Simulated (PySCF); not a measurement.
# Electron correlation in Sr (strontium, neutral)

[Kr] 5s1 5p1, high-spin 3P determinant (an excited configuration). Computed with PySCF 2.14 in aug-cc-pVTZ-X2C (8s7p5d2f, 68 functions), with the spin-free X2C one-electron Hamiltonian (Gaussian nucleus). Frozen: [Kr]; 2 electrons correlated.

Total MP2 correlation energy: -1.63 mhartree.

Same-spin part -1.63 and opposite-spin part 0.00 mhartree; SCS-MP2 scales them by 1/3 and 6/5 to -0.54 mhartree.
